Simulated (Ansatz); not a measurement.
Total energies of (F2Al-mu-F)3 (Al₃F₉) from Ansatz at LC-ωPBE/def2-TZVP, gas phase (1 Eh = 27.2114 eV = 2625.5 kJ/mol). The reference geometry is relaxed at PBE0-D4/def2-SVP.

```xyz
12

Al   -1.9826    0.0313   -0.0174
F    -2.7196    0.7086   -1.3219
F    -2.7509   -0.6253    1.2795
F    -0.7369    1.1700    0.5821
Al    1.0084    1.5094    0.7981
F     1.4211    2.7546   -0.1932
F     1.3611    1.4074    2.4008
F     1.5000   -0.0240    0.0138
Al    0.9742   -1.5403   -0.7812
F     1.3226   -2.7980    0.2189
F     1.3654   -1.4516   -2.3758
F    -0.7629   -1.1420   -0.6037
```

```
                 state   geometry  energy (Eh)
      charge 0 singlet  reference  -1626.40574
      charge 1 doublet  reference  -1625.84848
free Al atom (doublet)          –   -242.26862
 free F atom (doublet)          –    -99.71478
```

LC-ωPBE has ω = 0.4 bohr⁻¹.

Problem. Work out the vertical ionisation energy to the doublet.

Solution. E(charge 1 doublet) − E(charge 0 singlet) = -1625.84848 − (-1626.40574) = 0.55726 Eh = 15.16 eV. For comparison, −ε of the highest occupied level is 14.95 eV at this level, 0.21 eV less.

Problem. What is the binding energy per atom against free atoms?

Solution. Atoms: 3 × (-242.26862) + 9 × (-99.71478) = -1624.23888 Eh. Binding: -1624.23888 − (-1626.40574) = 2.16686 Eh = 58.96 eV, or 4.91 eV for each of 12 atoms (no zero-point energy, no counterpoise term).
